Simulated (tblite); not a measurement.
Compound: C₆H₁₀N (doublet state).
Numbering: `[CH3:1][C@H:2]([NH2:3])[CH:4][CH:5]1[CH:6]=[CH:7]1` (hydrogens: H8, H9, H10 on C1; H11 on C2; H12, H13 on N3; H14 on C4; H15 on C5; H16 on C6; H17 on C7)

Structure optimised with GFN2-xTB, isolated species. This method treats the open shell by occupation alone, without spin polarisation.

Question: What internal coordinates does the optimisation give?

Answer: 
```json
{"bond": "C1–C2", "length (Å)": "1.541"}
{"bond": "C2–N3", "length (Å)": "1.460"}
{"bond": "C2–C4", "length (Å)": "1.485"}
{"bond": "C4–C5", "length (Å)": "1.436"}
{"bond": "C5–C6", "length (Å)": "1.528"}
{"bond": "C6=C7", "length (Å)": "1.295"}
{"bond": "C5–C7", "length (Å)": "1.525"}
{"bond": "C1–H8, C1–H9, C1–H10", "length (Å)": "1.087"}
{"bond": "C2–H11", "length (Å)": "1.109"}
{"bond": "N3–H12, N3–H13", "length (Å)": "1.014"}
{"bond": "C4–H14", "length (Å)": "1.076"}
{"bond": "C5–H15", "length (Å)": "1.088"}
{"bond": "C6–H16", "length (Å)": "1.062"}
{"bond": "C7–H17", "length (Å)": "1.062"}
```

Bonds in one row agree within 0.01 Å and their mean is given. A selection of angles:
```json
{"angle": "C2–C1–H8", "degrees": "109.1"}
{"angle": "H8–C1–H9", "degrees": "109.4"}
{"angle": "C1–C2–N3", "degrees": "107.8"}
{"angle": "C1–C2–C4", "degrees": "110.8"}
{"angle": "C1–C2–H11", "degrees": "107.5"}
{"angle": "N3–C2–C4", "degrees": "109.3"}
{"angle": "N3–C2–H11", "degrees": "112.7"}
{"angle": "C4–C2–H11", "degrees": "108.7"}
{"angle": "C2–N3–H12", "degrees": "110.3"}
{"angle": "C2–N3–H13", "degrees": "110.5"}
{"angle": "H12–N3–H13", "degrees": "108.2"}
{"angle": "C2–C4–C5", "degrees": "122.8"}
{"angle": "C2–C4–H14", "degrees": "117.5"}
{"angle": "C5–C4–H14", "degrees": "119.5"}
{"angle": "C4–C5–C6", "degrees": "120.5"}
{"angle": "C4–C5–C7", "degrees": "120.7"}
{"angle": "C4–C5–H15", "degrees": "115.1"}
{"angle": "C6–C5–C7", "degrees": "50.2"}
{"angle": "C6–C5–H15", "degrees": "117.5"}
{"angle": "C7–C5–H15", "degrees": "117.6"}
{"angle": "C5–C6–C7", "degrees": "64.8"}
{"angle": "C5–C6–H16", "degrees": "144.0"}
{"angle": "C7–C6–H16", "degrees": "151.0"}
{"angle": "C6–C7–H17", "degrees": "150.9"}
{"angle": "C5–C7–C6", "degrees": "65.0"}
{"angle": "C5–C7–H17", "degrees": "143.9"}
```

Dihedral angles: C1–C2–C4–C5 -92° (anticlinal); C2–C4–C5–C6 146° (anticlinal); C4–C5–C6–C7 106° (anticlinal); C4–C5–C7–C6 -106° (anticlinal).

C7 (carbon bonded to 2 C and H) has angles 150.9°, 143.9° and 65.0°, sum 359.8°, 0.02 Å off the plane of its three neighbours. N3 (nitrogen bonded to C and 2 H) is pyramidal (angles 110.5°, 110.3° and 108.2°, sum 329.1°, 0.37 Å off the plane of its three neighbours). C6 (carbon bonded to 2 C and H) has angles 151.0°, 144.0° and 64.8°, sum 359.8°, 0.03 Å off the plane of its three neighbours. Of the pairs four or more bonds apart, H11···H15 is among the closest relative to their van der Waals radii: 2.39 Å, 100 % of the sum of Bondi's values. C4 (carbon bonded to 2 C and H) is planar (angles 122.8°, 119.5° and 117.5°, sum 359.8°, 0.03 Å off the plane of its three neighbours). The 3-membered ring C5–C6–C7 has internal angles of 50.2° to 65.0°. The 6 C–C bonds span 1.295 Å (C6=C7, drawn double) to 1.541 Å (C1–C2, drawn single), a spread of 0.246 Å.

Point group: C1 (no symmetry element, even within 0.4 Å). Its GFN2-xTB frequencies are all real (lowest 34 cm⁻¹). Torsions: C1–C2–N3–H -179° and 61°, C1–C2–C4–C5 -92°, C2–C4–C5–C6 146°.

One conformer stands for the species.

All values are computed, not measured.
